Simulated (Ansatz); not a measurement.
Consider the redistribution: `C=C[SiH2][SiH](O)O` + `CS[SiH](Cl)Cl` → `C=C[SiH2]S[SiH](Cl)Cl` + `C[SiH](O)O`.

Gas-phase electronic energies from Ansatz, PBE0-D4/def2-TZVP geometries. CCSD(T)/CBS adds triple-zeta CCSD(T) − MP2 to the extrapolated MP2 energy (def2 sets, frozen cores). One conformer a species, not always the lowest.

```
                species  SCS-MP2/def2-QZVPP energy (Eh)
   `C=C[SiH2][SiH](O)O`                      -809.35207
        `CS[SiH](Cl)Cl`                     -1646.83522
`C=C[SiH2]S[SiH](Cl)Cl`                     -1975.13899
           `C[SiH](O)O`                      -481.10553
```

Task: Work out ΔE.

Result: ΔE = (-1975.13899) + (-481.10553) − (-809.35207) − (-1646.83522) = -0.05723 Eh = -150.3 kJ/mol. CCSD(T)/CBS gives -144.9 kJ/mol.

Largest T1 diagnostic among the species: 0.013.

From PBE to PBE0 (25 % exact exchange), in def2-TZVPP and without D4, ΔE moves by −8.4 kJ/mol. The D4 term adds −8.3 kJ/mol with B3LYP and −5.0 kJ/mol with PBE0; it sums over pairs of atoms, weighted by their polarisabilities, and B3LYP, whose exchange is more repulsive, gets the larger term.

B3LYP here is the variant with VWN-RPA as its local correlation; programs differ in this.
